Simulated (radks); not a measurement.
Question: Method: non-relativistic Kohn-Sham, LDA (Slater exchange, Perdew-Wang correlation), spin-unpolarised, spherical densities, point nucleus; computed with a radial shooting solver on a logarithmic mesh with Libxc functionals. Response by self-consistent Sternheimer equations with the Hartree and adiabatic LDA kernel. For heavy and open-shell atoms this level of theory can miss by tens of per cent. Rank Sn2+, Tc+, Ti+, Ni3+, Sb+, Al, Sc, Li, Ag2+, Cr3+ (NIST ground configurations) by static dipole polarisability, largest first.

Answer: Li 146.2, Sc 116.2, Al 69.27, Ti+ 44.14, Tc+ 37.51, Sb+ 26.40, Sn2+ 16.55, Ag2+ 5.953, Cr3+ 2.241, Ni3+ 1.762 bohr^3.
